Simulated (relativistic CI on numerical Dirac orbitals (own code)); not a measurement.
Ni²⁺ in a cubic cluster: 3s photoemission with charge transfer

Computed with a charge-transfer multiplet model of a cubic metal-ligand cluster with up to 2 ligand holes, Slater and spin-orbit integrals from Dirac-Coulomb-Breit ions, Slater integrals scaled by 0.9. The ground state mixes d8 with configurations of k ligand holes L, whose averages lie at kΔ + k(k − 1)U_dd/2; a core hole lowers each added d electron by U_cd. 300 K, Lorentzian 1.4 eV and Gaussian 0.8 eV FWHM.

Atomic integrals in eV (Slater integrals scaled, ζ unscaled), ground: F2dd 10.953, F4dd 6.797, zeta_d 0.080; with the core hole: F2dd 11.981, F4dd 7.483, zeta_d 0.091, G2cd 12.115.

Cluster parameters (eV): Δ = 3.3, U_dd = 7.7, U_cd = 9.4, 10Dq(ligand) = 0.4, V(eg) = 2.15, V(t2g) = -1.03, final-state hopping factor = 0.8.

```csv
Case,n_d,d8,d9L,d10L2,S
10Dq = 0.55 eV,8.23,0.78,0.21,0.01,1.00
10Dq = 1.15 eV,8.21,0.80,0.20,0.01,1.00
10Dq = 1.45 eV,8.20,0.81,0.19,0.01,1.00
10Dq = 1.75 eV,8.19,0.81,0.18,0.00,1.00
10Dq = 2.05 eV,8.18,0.82,0.18,0.00,1.00
```

Weights, n_d and S are thermal averages at 300 K. Binding energies count from the first peak over 30 % of the highest in each spectrum, which can be another peak from case to case. The parameters are a model scan and need not match a compound or its usual spin state. Peaks in eV (height, largest 100):
- 10Dq = 0.55 eV: 0.0 (100), 5.3 (62), 7.7 (54), 13.7 (40)
- 10Dq = 1.15 eV: 0.0 (100), 5.2 (67), 7.7 (45), 13.3 (40)
- 10Dq = 1.45 eV: 0.0 (100), 5.2 (68), 7.8 (41), 13.2 (39)
- 10Dq = 1.75 eV: 0.0 (100), 5.2 (70), 7.8 (38), 13.0 (39)
- 10Dq = 2.05 eV: 0.0 (100), 5.2 (70), 8.0 (35), 12.9 (38)

For the case 10Dq = 1.15 eV, Δ = 3.3 eV is smaller than U_dd = 7.7 eV, the charge-transfer side of the Zaanen-Sawatzky-Allen scheme. With the core hole the average of the configuration with one ligand hole lies at Δ − U_cd = -6.1 eV before mixing: it lies below the unscreened one, so the lowest final states are mostly screened and the unscreened weight appears at higher binding energy as a satellite.

Without intra-shell correlation the exchange splitting of the 3s hole comes out too large.
